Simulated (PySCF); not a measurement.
BrH2NSe, SMILES N[Se]Br. The structure is a stationary point at r2SCAN-D4/def2-SVP. The values are those of a single conformer.

These are r2SCAN-D4/def2-SVP (PySCF 2.14.0) values and carry that method's errors.

Harmonic wavenumbers (cm⁻¹): 175, 260, 490, 545, 784, 1000, 1562, 3514, 3636. Rotational constants (GHz): 12.63, 1.799, 1.589; symmetry number 1.

**Question.** Work out the zero-point energy and the ideal-gas rigid-rotor harmonic-oscillator thermochemistry at 298.15 K and 1 atm.

**Answer.** ZPE = ½ Σ hcν = ½ × 11966 cm⁻¹ = 17.11 kcal/mol. H − E(el) = 20.49 kcal/mol. Entropy in cal/(mol K): translation 41.38, rotation 26.59, vibration 5.60, total 73.58. G − E(el) = -1.44 kcal/mol. Cp = 15.10 cal/(mol K).
